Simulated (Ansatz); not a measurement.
The inner images of a band of BClH3N + BrH (8 atoms, charge 0, multiplicity 1) are given out of order.

These are results of RKS B3LYP/def2-mTZVP (Ansatz 0.2.0), not measurements.

First end point:

```xyz
8
Properties=species:S:1:pos:R:3
B -0.016 0.494 0.156
N 0.033 0.159 1.509
H -0.805 -0.048 2.036
H 0.846 0.320 2.089
Cl 1.459 1.050 -0.671
H -1.018 0.388 -0.464
Br 0.426 -3.530 1.714
H 0.400 -2.113 1.413
```

Last end point:

```xyz
8
Properties=species:S:1:pos:R:3
B 0.026 -0.498 0.207
N 0.182 -0.163 1.785
H -0.635 -0.481 2.307
H 0.300 0.841 1.933
Cl 1.577 0.144 -0.576
H -0.954 0.039 -0.191
Br -0.170 -2.524 0.148
H 1.001 -0.637 2.167
```

Put them in order from the first end to the last, with their energies above the first end.
A.
```xyz
8
Properties=species:S:1:pos:R:3
B 0.075 -0.333 0.181
N 0.096 -0.185 1.781
H -0.783 0.120 2.193
H 0.869 0.367 2.152
Cl 1.453 0.598 -0.555
H -0.985 -0.106 -0.294
Br 0.354 -2.566 0.305
H 0.247 -1.176 2.018
```
B.
```xyz
8
Properties=species:S:1:pos:R:3
B 0.013 0.251 0.253
N 0.024 0.115 1.653
H -0.836 0.033 2.178
H 0.819 0.382 2.219
Cl 1.502 0.718 -0.583
H -0.961 0.012 -0.371
Br 0.454 -3.072 0.929
H 0.311 -1.719 1.503
```
C.
```xyz
8
Properties=species:S:1:pos:R:3
B -0.009 0.378 0.212
N 0.006 0.210 1.597
H -0.844 0.071 2.126
H 0.810 0.428 2.172
Cl 1.494 0.802 -0.640
H -0.997 0.205 -0.413
Br 0.493 -3.405 1.292
H 0.372 -1.968 1.435
```
D.
```xyz
8
Properties=species:S:1:pos:R:3
B 0.040 -0.479 0.197
N 0.151 -0.187 1.800
H -0.770 -0.124 2.233
H 0.660 0.677 1.987
Cl 1.496 0.370 -0.570
H -0.997 -0.061 -0.197
Br 0.096 -2.518 0.085
H 0.651 -0.957 2.247
```
E.
```xyz
8
Properties=species:S:1:pos:R:3
B 0.051 0.089 0.218
N 0.069 -0.152 1.705
H -0.818 0.008 2.180
H 0.837 0.274 2.221
Cl 1.491 0.735 -0.521
H -0.960 -0.023 -0.369
Br 0.420 -2.897 0.699
H 0.235 -1.314 1.649
```

C (+0.02 eV), B (+0.16 eV), E (+0.66 eV), A (-0.07 eV), D (-0.43 eV).

Run time: 120 s on 4 threads of Arm Neoverse V1, on a shared host, peak memory 0.25 GiB.
